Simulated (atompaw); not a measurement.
# PBEsol PAW (atompaw) dataset for Rh (Z = 45), non-relativistic all-electron reference.

Input for atompaw 4.2.0.5:

```
Rh 45
GGA-PBESOL loggrid 1500 logderivrange -6 5 276
5 5 4 0 0 0
5 0 1
5 1 0
4 2 8
0 0 0
c
c
c
c
v
c
c
v
v
c
v
2
2.50 1.95 2.05 2.45
y
0.15
n
n
y
0.1
n
custom rrkj gramschmidtortho besselshape
3 0 troulliermartins
2.50
2.50
1.40
2.50
2.30
2.50
PWSCFOUT
UPFDX 0.0125d0 UPFXMIN -7.d0 UPFZMESH 45.d0
END
```

Command:

```bash
atompaw < Rh.input > Rh.log
```

The program printed (summary file):

```
Completed calculations for Rh (AE)

 Exchange-correlation type: GGA, Perdew-Burke-Ernzerhof modified (PBEsol)

 Radial integration grid is logarithmic
 r0 =   1.9184428E-04 h =   8.6329924E-03   n =      1500 rmax =   8.0000000E+01

 Non-relativistic calculation

 AEatom converged in  30 iterations
   nz     =  45.00
   delta  =       2.390178269484E-17

 All Electron Orbital energies:
  n  l      occupancy      energy
  1  0      2.0000000E+00 -1.6434026E+03
  2  0      2.0000000E+00 -2.3372548E+02
  3  0      2.0000000E+00 -4.1567309E+01
  4  0      2.0000000E+00 -5.6445852E+00
  5  0      1.0000000E+00 -2.9044829E-01
  2  1      6.0000000E+00 -2.1671944E+02
  3  1      6.0000000E+00 -3.4832032E+01
  4  1      6.0000000E+00 -3.6021269E+00
  5  1      0.0000000E+00 -5.9498623E-02
  3  2      1.0000000E+01 -2.2408460E+01
  4  2      8.0000000E+00 -4.6455053E-01

 Total energy
   Total                    :    -9370.68481492146930

 ---
 Completed calculations for Rh (SC)

 Exchange-correlation type: GGA, Perdew-Burke-Ernzerhof modified (PBEsol)

 Radial integration grid is logarithmic
 r0 =   1.9184428E-04 h =   8.6329924E-03   n =      1500 rmax =   8.0000000E+01

 Non-relativistic calculation

 SCatom converged in   1 iterations
   nz     =  45.00
   delta  =       1.377586797088E-17

 Valence Electron Orbital energies:
  n  l      occupancy      energy
   5  0      1.0000000E+00 -2.9044829E-01
   4  1      6.0000000E+00 -3.6021269E+00
   5  1      0.0000000E+00 -5.9498623E-02
   4  2      8.0000000E+00 -4.6455053E-01

 Total energy
   Total                    :    -9370.68481492262435
   Valence                  :     -404.06449334462013

 PAW parameters:
       lmax =            2
         rc =    2.5095981426387830
        irc =         1099
   rc_shape =    1.9537373162651617
    rc_vloc =    2.0576139234593596
    rc_core =    2.4666361050960783
   Vloc: Norm-conserving Troullier-Martins with l= 3;e=   0.0000E+00
   Projector type: RRKJ pseudization + Gram-Schmidt ortho.
   Bessel compensation charge shape zeroed at   1.9537E+00

 Number of basis functions     6
 No.   n  nodes  l      Energy         Cp coeff         Occ
  1    5    4    0   -0.2904483E+00  0.1000000E+01  0.1000000E+01
  2  999    5    0    0.1500000E+00  0.1491385E-02  0.0000000E+00
  3    4    2    1   -0.3602127E+01  0.1000000E+01  0.6000000E+01
  4    5    3    1   -0.5949862E-01  0.7239470E+00  0.0000000E+00
  5    4    1    2   -0.4645505E+00  0.1000000E+01  0.8000000E+01
  6  999    2    2    0.1000000E+00  0.1308225E+03  0.0000000E+00

 Eigenvalues of overlap operator (in the basis of projectors):
    1        3.53281737E-01
    2        4.33208106E-01
    3        4.55483808E+00
    4        1.81220905E+01
    5        1.43915231E+02
    6        4.97947063E+05

 Orbital leakage outside PAW augmentation regions
   orb  is_core?  %out_of_sphere
   1 0    T           0.00
   2 0    T           0.00
   3 0    T           0.00
   4 0    T           0.12
   5 0    F          74.33
   2 1    T          -0.00
   3 1    T           0.00
   4 1    F           0.48
   5 1    F          93.09
   3 2    T           0.00
   4 2    F          10.97

 Summary of PAW energies
   Total valence energy     :   -404.05209890770271
   Smooth energy            :     29.41674550536124
   One center               :   -433.46884441306395
   Smooth kinetic           :     52.89230692642043
   Vloc energy              :    -27.51435851915769
   Smooth exch-corr         :    -14.32613405607281
   One-center xc            :   -252.38466215208763
```

Note: ghost states, extra bound levels that the all-electron valence spectrum of the same l lacks: s at -103.1 eV, d at -10.4 eV. A true bound ghost makes a file unfit for plane-wave use.

The run took about 0.48 s on one core of a shared server CPU.
